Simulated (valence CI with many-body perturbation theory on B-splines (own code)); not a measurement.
# Run record, Ta50+

Calculated by configuration interaction combined with many-body perturbation theory (CI+MBPT): five valence electrons over a frozen Dirac-Fock core [Ar], a basis of 7 s, 7 p, 8 d, 6 f, 4 g, 1 h functions for each j, with the one-electron correlation potential Σ1 (screened to all orders), the two-electron term Σ2, the three-electron term Σ3, Breit, model QED; selected single and double excitations, second order for the rest, scaled by the run's own slope (own B-spline code, finite nucleus).

Command, and the settings that its task file holds:

```sh
python run_cv.py task.json out
```

```
atom Ta  Z=73  mass_number=181  rms_radius_fm=5.3507
core [Ar]
valence 3d5
avg = 1
basis = M
beyond = 1
breit = 1
cap = 32000
capref = 2200
cscale = 1
de = 0.0
dress = 0
eps = 2e-08
extrap = 1
h = 0.27
hh = 1
l2 = 3
lcore = 6
maxit = 60
n2 = 5
natural = 1
nlev = 190
nno = [4, 4, 5, 4, 3, 1]
nroot = 40
nsp = [3, 3, 3, 2, 1, 0]
pt2 = 1
qed = 1
rpa = 1
s1 = 1
s2 = 1
s3 = 1
screen = 1
tol = 2e-05
whole = 1
```

It took 48 s on 1 thread of Intel(R) Xeon(R) Processor @ 2.30GHz, on a shared host.

Log. The first blocks belong to the next ion, which gives the ionisation energy. Fields: 2J, parity (1 odd), roots, reference size, generating configurations, candidates as configurations/state functions, variational space P, stored matrix elements, Davidson steps; e2 is the range of second-order energies in hartree. The first line gives the box (bohr), its intervals, the orbitals and the steps of their self-consistent field. Window is the range of levels sought, series limit the energy at which the first omitted orbital would enter, core excitation an estimate of the first excitation out of the core, left out the lowest levels not solved, and shifts from estimates the range by which levels moved from their first estimate, all in cm⁻¹.

```
rmax 2.2 intervals 56 orbitals 59 references ['3d5', '3d4 4s', '3d4 4p'] scf 4 t 0.7
2J=0 par=0 roots 2 ref 17 generators 4 cand 2409/4463 P 1542/2860 nnz 1.6e+06 it 4
2J=0 par=0 roots 2 ref 17 generators 4 cand 880/1620 P 1950/3669 nnz 2.7e+06 it 3
   second order: generators 7 cand 3682/9368 e2 -0.00002 -0.00001
reference levels 1767, estimated 37, window 2220561 1/cm; series limit 28147942, core excitation 2459640
2J=5 par=0 roots 10 ref 152 generators 5 cand 3259/42445 P 450/6383 nnz 9e+06 it 5
2J=5 par=0 roots 10 ref 152 generators 5 cand 3021/38709 P 2004/27155 nnz 1.4e+08 it 7
   second order: generators 7 cand 5643/167186 e2 -0.00069 -0.00035
2J=7 par=0 roots 7 ref 137 generators 3 cand 3250/44978 P 358/6381 nnz 1e+07 it 5
2J=7 par=0 roots 7 ref 137 generators 3 cand 3059/41227 P 1544/24857 nnz 1.3e+08 it 7
   second order: generators 4 cand 4396/114551 e2 -0.00102 -0.00075
2J=11 par=0 roots 3 ref 67 generators 3 cand 2927/33695 P 490/6391 nnz 1e+07 it 4
2J=11 par=0 roots 3 ref 67 generators 3 cand 2650/29863 P 2068/25382 nnz 1.3e+08 it 5
   second order: generators 3 cand 1072/10872 e2 -0.00017 -0.00015
2J=3 par=0 roots 7 ref 127 generators 3 cand 3219/32812 P 490/6386 nnz 9.7e+06 it 5
2J=3 par=0 roots 7 ref 127 generators 3 cand 2951/29041 P 2308/25856 nnz 1.3e+08 it 7
   second order: generators 7 cand 6934/176496 e2 -0.00016 -0.00013
2J=9 par=0 roots 5 ref 107 generators 3 cand 3142/41416 P 397/6398 nnz 1e+07 it 4
2J=9 par=0 roots 5 ref 107 generators 3 cand 2922/37625 P 1673/25112 nnz 1.3e+08 it 5
   second order: generators 3 cand 1646/18911 e2 -0.00078 -0.00044
2J=1 par=0 roots 4 ref 74 generators 3 cand 2957/16965 P 884/6392 nnz 9.2e+06 it 5
2J=1 par=0 roots 4 ref 74 generators 3 cand 2418/13147 P 2820/17671 nnz 5.9e+07 it 7
   second order: generators 3 cand 482/1868 e2 -0.00001 -0.00001
2J=13 par=0 roots 1 ref 35 generators 1 cand 2252/23669 P 532/6400 nnz 1.3e+07 it 4
2J=13 par=0 roots 1 ref 35 generators 1 cand 1954/19798 P 1772/19629 nnz 9.3e+07 it 5
   second order: generators 1 cand 714/6569 e2 -0.00003 -0.00003
left out: unestimated 14222107, estimated none, shifts from estimates -446 to 426
operators 1.1
```

The Davidson iterations converged.

No measured spectrum was set against this ion. As an estimate, large intervals hold to a few tenths of a per cent, small ones and those within an open d or f shell to about a per cent. Excitations out of the core, of the other parity, are not computed and may begin above about 244 eV (a cautious bound); beyond it only levels of the ground parity were kept, without lifetimes. Only levels of the ground parity were solved; by the run's estimate the other parity begins above the list, which can be wrong where configurations are misplaced.

```
Valence energy                            : -894.7124 hartree
Ionisation energy                         : 4537.9 eV (NIST: 4537 ± 4 eV (theoretical))
Reference configurations for the orbitals : 3d5, 3d4 4s, 3d4 4p
Radial orbitals                           : 59
Box radius                                : 2.247 bohr
Largest variational space                 : 27155
Lowest levels                             : (3d3/2^4 3d5/2) J=5/2 0, (3d3/2^3 3d5/2^2) J=5/2 [a] 436780, (3d3/2^3 3d5/2^2) J=7/2 [a] 529810, (3d3/2^3 3d5/2^2) J=11/2 540240, (3d3/2^3 3d5/2^2) J=3/2 [a] 544220, (3d3/2^3 3d5/2^2) J=9/2 583870, (3d3/2^3 3d5/2^2) J=5/2 [b] 612920, (3d3/2^3 3d5/2^2) J=1/2 640450, (3d3/2^3 3d5/2^2) J=7/2 [b] 649040, (3d3/2^3 3d5/2^2) J=3/2 [b] 781500, (3d3/2^2 3d5/2^3) J=5/2 [a] 958720, (3d3/2^2 3d5/2^3) J=7/2 [a] 1027000, (3d3/2^2 3d5/2^3) J=11/2 1030500, (3d3/2^2 3d5/2^3) J=9/2 [a] 1046700 cm⁻¹
```

Levels are named by their leading jj configuration (3d3/2^4 stands for four electrons in 3d with j = 3/2), which in mixed levels can hold well under half, so a name can repeat and another be missing. Letters in brackets count levels of one name in rising energy.
